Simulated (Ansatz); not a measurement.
Computed with Ansatz on PBE0-D4/def2-TZVP structures; ΔE is electronic, products minus reactants. CCSD(T)/CBS adds triple-zeta CCSD(T) − MP2 to the extrapolated MP2 energy (def2 sets, frozen cores). This one scheme is used for every species. Functionals use def2-TZVPP. For Br outer-core shells are correlated without core-valence functions, which leaves a few kJ/mol of doubt a bond. Scalar relativity is left out up to krypton.

`FC(Cl)Br` + SiH₄ → `[SiH3]C(Cl)Br` + H–F  (formal exchange of groups at a C–F bond)

| level | ΔE (kJ/mol) |
| --- | --- |
| B2PLYP | -64.0 |
| HF/def2-TZVPP | -53.4 |
| CCSD(T)/def2-TZVPP | -74.3 |
| CCSD/CBS(def2) | -81.4 |

Problem. What does CCSD(T)/CBS give? (Best estimate.)

Solution. The calculation gave: -82.7 kJ/mol. The listed levels differ from it by 18.7, 29.3, 8.4, 1.3 kJ/mol.

Largest T1 diagnostic among the species: 0.011.

The D4 term adds −10.7 kJ/mol with B3LYP and −5.8 kJ/mol with PBE0; it sums over pairs of atoms, weighted by their polarisabilities, and B3LYP, whose exchange is more repulsive, gets the larger term. In def2-TZVPP, CCSD(T) changes the Hartree–Fock value by −20.9 kJ/mol (the triples alone add −1.3 kJ/mol) and MP2 by −33.2 kJ/mol. From PBE to PBE0 (25 % exact exchange), in def2-TZVPP and without D4, ΔE moves by −7.7 kJ/mol.

B3LYP here is the variant with VWN-RPA as its local correlation; programs differ in this.
